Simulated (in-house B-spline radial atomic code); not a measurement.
A calculation on S⁵⁺ (an excited or competing configuration): its settings, and results tabulated from the run. Method: non-relativistic B3LYP, spin-polarised, spherical fractional occupations, exact exchange averaged over the configuration, point nucleus. Calculated with a radial B-spline atomic code at the basis-set limit.

Command:
```bash
python run_scf.py task.json out
```
Settings:
```
Z                16
configuration    [He] 2s1 2p6 3s1 4f1
hamiltonian      nr
method           b3lyp
spin_polarised   True
exact_exchange   averaged over the configuration
```

Output (hartree, bohr):
```
 radial grid: 44 intervals, B-splines of order 8, outer radius 18.2456 bohr

 iter        energy (Eh)    residual
    1        -374.741625    7.74e-01
    2        -380.336810    2.61e-01
    3        -380.821860    9.11e-02
    4        -380.888430    3.27e-02
    5        -380.897186    9.88e-03
    6        -380.898087    1.32e-04
    7        -380.898087    1.16e-05
    8        -380.898087    1.92e-07
    9        -380.898087    1.13e-08

 total energy                      -380.89809
 kinetic                             380.4564
 electron-nucleus                   -864.6047
 Hartree                             125.3096
 exact exchange                       -4.2351
 exchange-correlation                -17.8243

 orbital      occ     eigenvalue          <r>       <r^2>       <1/r>       r_max
 1s up      1.000       -93.7449    0.0971696   0.0126915     15.5723     0.06367
 1s down    1.000       -93.6129    0.0972405   0.0127083     15.5603     0.06373
 2s up      1.000       -12.2171     0.466111    0.256957     3.14276      0.3837
 2p up      3.000       -10.2381     0.424109    0.222347     3.05155      0.3194
 2p down    3.000       -10.0296     0.425104    0.223702     3.04962      0.3187
 3s up      1.000        -3.4987      1.32573     1.99678     1.05856       1.205
 4f up      1.000        -1.0683      2.83462     8.98599    0.400327        2.51
```

Time taken, with all properties: 0.11 s on 1 thread of Arm Neoverse V1, with other jobs on the host.
